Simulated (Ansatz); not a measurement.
# Which isomer of CH2FTe+ gives these data?

These gas-phase data were calculated for one isomer of CH2FTe+ at B3LYP-D4/def2-TZVP (harmonic, unscaled wavenumbers; equilibrium rotational constants with average atomic masses):

| Quantity | Value |
| --- | --- |
| rotational constants | 11.62, 7.135, 4.42 GHz |
| all wavenumbers above 1500 cm⁻¹ | 3234, 3111 |

Candidates:

(1) `C=[Te+]F`, a singlet
(2) `[H]/[Te+]=C\F`, a singlet

**Question.** Which structure fits?

**Answer.** Candidate (1). 2 modes lie between 2750 and 3290 cm⁻¹, one for each C–H bond, while (2) has 1.

The same quantities for all candidates:

```tsv
	rotational constants (GHz)	wavenumbers above 1500 cm⁻¹	E above the lowest, B3LYP-D4/def2-TZVP (kcal/mol)
(1)	11.62, 7.135, 4.42	3234, 3111	0.0
(2)	49.06, 2.993, 2.821	3131, 2116	7.0
```

Harmonic stretches to hydrogen usually lie a few per cent above observed fundamentals. Each candidate is one conformer. Atoms past krypton carry core potentials. Programs: Ansatz 0.2.0.
